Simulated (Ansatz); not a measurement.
`FC(F)C(F)F` + `OCF` → `FCOC(F)C(F)F` + H–F  (substitution at a C–F bond)

Computed with Ansatz on PBE0-D4/def2-TZVP structures; ΔE is electronic, products minus reactants. CCSD(T)/CBS is the MP2 limit (def2-TZVPP, def2-QZVPP) plus CCSD(T) − MP2 in def2-TZVPP, frozen cores. This one scheme is used for every species. DFT in def2-TZVPP. Each species was taken in one conformer, which may not be the lowest.

CCSD(T)/CBS gives -15.1 kJ/mol.

Q: Another level gave -16.5 kJ/mol. Which?
A. CCSD/def2-TZVPP
B. ωB97X-V/def2-TZVPP
C. PBE/def2-TZVPP
D. MP2/def2-TZVPP

A: D. MP2/def2-TZVPP -16.5, ωB97X-V -6.1, PBE 0.8, CCSD/def2-TZVPP -10.7 kJ/mol.

Largest T1 diagnostic among the species: 0.012.

In def2-TZVPP, CCSD(T) changes the Hartree–Fock value by −16.0 kJ/mol (the triples alone add −2.1 kJ/mol) and MP2 by −19.6 kJ/mol. The D4 term adds −7.3 kJ/mol with B3LYP and −4.3 kJ/mol with PBE0; it sums over pairs of atoms, weighted by their polarisabilities, and B3LYP, whose exchange is more repulsive, gets the larger term.

CCSD(T)/CBS has its own doubt, a few kJ/mol and more with outer-core shells, so smaller differences from it don't rank the levels.

B3LYP here is the variant with VWN-RPA as its local correlation; programs differ in this.
